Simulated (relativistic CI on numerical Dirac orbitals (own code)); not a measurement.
# How well does a small relativistic CI reproduce Co⁴⁺?

Method of calculation: Dirac-Coulomb-Breit CI, KLI orbitals optimised for each configuration, model QED, valence Slater integrals scaled by 0.85, configuration energies shifted to the measured levels that pair with them (semi-empirical) (own radial code, finite nucleus).

Configuration list (outside the closed core [Ne]): 3s2.3p6.3d5, 3s2.3p6.3d4.4s, 3s2.3p6.3d4.4p, 3s2.3p5.3d6, 3s2.3p6.3d4.4d, 3s2.3p6.3d4.5s, 3s2.3p6.3d4.5p, 3s2.3p6.3d3.4s2, 3s2.3p6.3d4.4f, 3s2.3p4.3d7, 3s2.3p6.3d4.5d, 3s2.3p6.3d3.4s.4p, 3s2.3p6.3d4.5f, 3s2.3p6.3d4.5g, 3s.3p6.3d6, 3s2.3p6.3d3.4p2, 3s2.3p6.3d3.4s.4d, 3s2.3p6.3d3.4p.4d, 3s2.3p5.3d5.4s. Levels of other configurations are missing.

| Configuration | Term (tabulated) | J | Measured (cm⁻¹) | Computed | Error | Purity (%) |
| --- | --- | --- | --- | --- | --- | --- |
| 3s2.3p6.3d5 | 6S | 5/2 | 0.0 | 0 | 0 | 99 |
| 3s2.3p6.3d5 | 4G | 11/2 | 37217.5 | 35877 | -1341 | 99 |
| 3s2.3p6.3d5 | 4P | 5/2 | 40753.2 | 37115 | -3638 | 94 |
| 3s2.3p6.3d5 | 4P | 3/2 | 40890.9 | 37237 | -3654 | 96 |
| 3s2.3p6.3d5 | 4P | 1/2 | 41023.8 | 37333 | -3691 | 98 |
| 3s2.3p6.3d5 | 4D | 7/2 | 44709.1 | 42231 | -2478 | 99 |
| 3s2.3p6.3d5 | 4D | 1/2 | 44907.5 | 42414 | -2493 | 98 |
| 3s2.3p6.3d5 | 2D3 | 5/2 | 57082.6 | 52518 | -4564 | 72 |
| 3s2.3p6.3d5 | 2D3 | 3/2 | 57823.2 | 53252 | -4572 | 95 |
| 3s2.3p6.3d5 | 2F1 | 7/2 | 59454.9 | 54942 | -4513 | 97 |
| 3s2.3p6.3d5 | 2F1 | 5/2 | 60532.2 | 56068 | -4464 | 69 |
| 3s2.3p6.3d5 | 4F | 9/2 | 60830.3 | 57096 | -3734 | 97 |
| 3s2.3p6.3d5 | 4F | 7/2 | 60973.6 | 57206 | -3768 | 97 |
| 3s2.3p6.3d5 | 2H | 9/2 | 64742.3 | 61184 | -3559 | 85 |
| 3s2.3p6.3d5 | 2H | 11/2 | 65283.8 | 61654 | -3629 | 97 |
| 3s2.3p6.3d5 | 2G2 | 7/2 | 66228.7 | 63028 | -3200 | 98 |
| 3s2.3p6.3d5 | 2G2 | 9/2 | 66760.4 | 63458 | -3302 | 83 |
| 3s2.3p6.3d5 | 2S | 1/2 | 76864.5 | 72067 | -4797 | 99 |
| 3s2.3p6.3d5 | 2G1 | 9/2 | 95708.7 | 90356 | -5353 | 99 |
| 3s2.3p6.3d5 | 2G1 | 7/2 | 95726.5 | 90376 | -5350 | 99 |
| 3s2.3p6.3d4.4s | 6D | 1/2 | 205878.9 | 206603 | 724 | 100 |
| 3s2.3p6.3d4.4s | 6D | 3/2 | 206108.5 | 206825 | 717 | 100 |
| 3s2.3p6.3d4.4s | 6D | 5/2 | 206476.0 | 207180 | 704 | 100 |
| 3s2.3p6.3d4.4s | 6D | 7/2 | 206962.2 | 207650 | 688 | 100 |
| 3s2.3p6.3d4.4s | 6D | 9/2 | 207548.5 | 208217 | 669 | 100 |
| 3s2.3p6.3d4.4s | 4D | 1/2 | 216820.5 | 216876 | 55 | 99 |
| 3s2.3p6.3d4.4s | 4D | 3/2 | 217171.0 | 217214 | 43 | 99 |
| 3s2.3p6.3d4.4s | 4D | 5/2 | 217713.2 | 217737 | 24 | 99 |
| 3s2.3p6.3d4.4s | 4D | 7/2 | 218407.2 | 218407 | 0 | 99 |
| 3s2.3p6.3d4.4s | 4P | 1/2 | 235199.9 | 235778 | 578 | 98 |
| 3s2.3p6.3d4.4s | 4H | 7/2 | 235961.1 | 233996 | -1965 | 98 |
| 3s2.3p6.3d4.4s | 4H | 9/2 | 236158.0 | 234189 | -1969 | 98 |
| 3s2.3p6.3d4.4s | 4P | 3/2 | 236353.1 | 236871 | 518 | 99 |
| 3s2.3p6.3d4.4s | 4H | 11/2 | 236431.2 | 234435 | -1996 | 99 |
| 3s2.3p6.3d4.4s | 4H | 13/2 | 236746.0 | 234715 | -2031 | 99 |
| 3s2.3p6.3d4.4s | 4P | 5/2 | 238106.2 | 238572 | 465 | 99 |
| 3s2.3p6.3d4.4s | 4F | 7/2 | 238259.1 | 238096 | -163 | 91 |
| 3s2.3p6.3d4.4s | 4F | 9/2 | 238390.3 | 238218 | -172 | 91 |
| 3s2.3p6.3d4.4s | 4G | 5/2 | 241174.1 | 240539 | -635 | 92 |
| 3s2.3p6.3d4.4s | 4G | 7/2 | 241582.4 | 240931 | -651 | 90 |
| 3s2.3p6.3d4.4s | 4G † | 9/2 | 241875.4 | 241261 | -614 | 90 |
| 3s2.3p6.3d4.4s | 4G † | 11/2 | 241985.3 | 241638 | -347 | 78 |
| 3s2.3p6.3d4.4s | 2P | 1/2 | 242340.3 | 242434 | 94 | 98 |
| 3s2.3p6.3d4.4s | 2H | 9/2 | 242765.0 | 240288 | -2477 | 94 |
| 3s2.3p6.3d4.4s | 2H | 11/2 | 243455.2 | 240593 | -2862 | 77 |
| 3s2.3p6.3d4.4s | 2P | 3/2 | 244485.4 | 244494 | 8 | 98 |
| 3s2.3p6.3d4.4s | 2G | 7/2 | 248098.9 | 247037 | -1062 | 92 |

Measured levels from Sugar and Corliss, J. Phys. Chem. Ref. Data 10, 1097 (1981); pairs were made by configuration, J and term (by order where the table uses no LS term), so strongly mixed levels may be paired wrongly. Some J values or terms of the table were assigned by a fit.

Mean error by configuration (cm⁻¹): 3s2.3p6.3d5 -3795; 3s2.3p6.3d4.4s -428. Over the excited levels the mean absolute error is 2122 cm⁻¹ (46 of the 46 excited levels that our extract of the source holds in range could be paired), and the median relative error of those above 1,000 cm⁻¹ is 0.85 %, both after the shifts were fitted to these levels, so that a configuration with one level shows no error. Some levels of the ground configuration have no partner. † marks terms whose computed intervals miss the measured ones by more than a factor of 2.5, or configurations far off the rest, from wrong mixing, a near crossing or a doubtful label or measurement; they are left out of the means.

Configurations whose levels could be paired with our table of measured levels were shifted onto them, all but the ground configuration, by the median error of their levels; single terms can still be off by 1,000 to 2,000 cm⁻¹ or more, and rates follow the energies as ν³ (E1, M1) or ν⁵ (E2). The others borrow a shift and can be off by several thousand cm⁻¹ or more. 46 of the 46 excited levels that our extract of the measured tables holds in this range could be paired (the sources list more); they are missed by 2051 cm⁻¹ on average and 5353 at most, after the shifts were fitted to these levels, and levels without a partner can miss by more. Some levels of the ground configuration have no partner and can miss by 10 % or more.

Shifts applied (cm⁻¹): 3s2.3p6.3d5 0; 3s2.3p6.3d4.4s -6465.
